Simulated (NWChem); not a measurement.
System: C₂H₃ClF₂Si; SMILES F/C=C(/Cl)[SiH2]F

Parts of the log:

```
             Northwest Computational Chemistry Package (NWChem) 7.3.0
             --------------------------------------------------------

 C1  symmetry detected

                             Geometry "geometry" -> ""
                             -------------------------

 Output coordinates in angstroms (scale by  1.889725989 to convert to a.u.)

  No.       Tag          Charge          X              Y              Z
 ---- ---------------- ---------- -------------- -------------- --------------
    1 F                    9.0000     2.22264858    -1.05613243    -0.14677349
    2 C                    6.0000     0.94310687    -1.39234029    -0.19103122
    3 C                    6.0000    -0.02612842    -0.50651929     0.06610628
    4 Cl                  17.0000    -1.67430673    -1.05402848    -0.03715274
    5 Si                  14.0000     0.22590728     1.29147617     0.52025043
    6 F                    9.0000    -0.21946973     2.22297299    -0.73376055
    7 H                    1.0000     0.77690350    -2.44265745    -0.45311190
    8 H                    1.0000    -0.66397467     1.61935998     1.66301756
    9 H                    1.0000     1.65710319     1.55270759     0.81254080

 Effective nuclear repulsion energy (a.u.)     351.4975260431

                                 NWChem DFT Module
                                 -----------------

 Summary of "ao basis" -> "ao basis" (spherical)
 ------------------------------------------------------------------------------
       Tag                 Description            Shells   Functions and Types
 ---------------- ------------------------------  ------  ---------------------
 F                           6-31g*                  6       14   3s2p1d
 C                           6-31g*                  6       14   3s2p1d
 Cl                          6-31g*                  8       18   4s3p1d
 Si                          6-31g*                  8       18   4s3p1d
 H                           6-31g*                  2        2   2s

            General Information
            -------------------
          SCF calculation type: DFT
          Wavefunction type:  closed shell.
          No. of atoms     :     9
          No. of electrons :    64
           Alpha electrons :    32
            Beta electrons :    32
          Charge           :     0
          Spin multiplicity:     1
          Use of symmetry is: off; symmetry adaption is: off
          Maximum number of iterations: 150
          AO basis - number of functions:    98
                     number of shells:    46
          Convergence on energy requested:  1.00D-06
          Convergence on density requested:  1.00D-05
          Convergence on gradient requested:  5.00D-04

              XC Information
              --------------
                         B3LYP Method XC Potential
                     Hartree-Fock (Exact) Exchange  0.200
                        Slater Exchange Functional  0.800 local
                    Becke 1988 Exchange Functional  0.720 non-local
              Lee-Yang-Parr Correlation Functional  0.810
                  VWN I RPA Correlation Functional  0.190 local

             Grid Information
             ----------------
          Grid used for XC integration:  coarse
          Radial quadrature: Mura-Knowles
          Angular quadrature: Lebedev.
          Tag              B.-S. Rad. Rad. Pts. Rad. Cut. Ang. Pts.
          ---              ---------- --------- --------- ---------
          F                   0.50       35          11.0       302
          C                   0.70       35          10.0       302
          Cl                  1.00       70          10.0       302
          Si                  1.10       70          10.0       302
          H                   0.35       35          11.0       302
          Grid pruning is: on
          Number of quadrature shells:   385
          Spatial weights used:  Erf1

      Superposition of Atomic Density Guess
      -------------------------------------

 Sum of atomic energies:       -1023.82776020

      Non-variational initial energy
      ------------------------------

 Total energy =   -1025.775225
 1-e energy   =   -2117.140896
 2-e energy   =     739.868145
 HOMO         =      -0.254692
 LUMO         =       0.018107

     ---------------------------------------------
      Total Density - Mulliken Population Analysis
     ---------------------------------------------

    Atom       Charge   Shell Charges
 -----------   ------   -------------------------------------------------------
    1 F    9     9.41   2.00  0.94  3.38  1.00  2.08  0.01
    2 C    6     5.51   2.00  0.70  1.59  0.49  0.67  0.06
    3 C    6     6.33   2.00  0.71  1.81  0.63  1.15  0.03
    4 Cl  17    17.13   2.00  2.00  5.98  1.38  3.60  0.54  1.61  0.02
    5 Si  14    13.01   2.00  2.00  5.97  0.90  1.38  0.25  0.33  0.17
    6 F    9     9.63   2.00  0.95  3.48  1.00  2.19  0.01
    7 H    1     0.82   0.47  0.35
    8 H    1     1.09   0.47  0.61
    9 H    1     1.08   0.47  0.61

[...]

                         DFT ENERGY GRADIENTS

    atom               coordinates                        gradient
                 x          y          z           x          y          z
   1 F       4.200197  -1.995801  -0.277362   -0.013388  -0.003033  -0.000188
   2 C       1.782214  -2.631142  -0.360997    0.015513   0.008135   0.001432
   3 C      -0.049376  -0.957183   0.124923   -0.010109  -0.004410  -0.001016
   4 Cl     -3.163981  -1.991825  -0.070208    0.010209   0.004212   0.000595
   5 Si      0.426903   2.440536   0.983131    0.001293  -0.005136   0.004438
   6 F      -0.414738   4.200810  -1.386606   -0.001826   0.003319  -0.004386
   7 H       1.468135  -4.615953  -0.856257   -0.001868  -0.004805  -0.001210
   8 H      -1.254730   3.060147   3.142648   -0.001350   0.000832   0.000738
   9 H       3.131471   2.934192   1.535479    0.001526   0.000885  -0.000403
```

Level: B3LYP/6-31G* (spherical d). Coordinates come from a PBE0/def2-SVP optimisation. B3LYP is NWChem's, with the RPA form of VWN correlation.

Question: Write an input that gives this output.

Answer: This is not unique; one that fits is the input that was run:
```
start job
memory heap 200 mb stack 900 mb global 1100 mb
geometry units angstroms noautoz
  F      1.630283    -1.833813    -0.360816
  C      0.324285    -1.658825    -0.234444
  C     -0.197579    -0.471857     0.095678
  Cl    -1.928950    -0.352220     0.217997
  Si     0.769932     1.094735     0.430743
  F      0.549997     2.128328    -0.802912
  H     -0.257883    -2.566767    -0.424701
  H      0.225335     1.733490     1.655782
  H      2.218903     0.792253     0.535552
end
basis spherical
  * library 6-31g*
end
dft
  xc b3lyp
  grid coarse
  iterations 150
  mulliken
end
task dft gradient
```
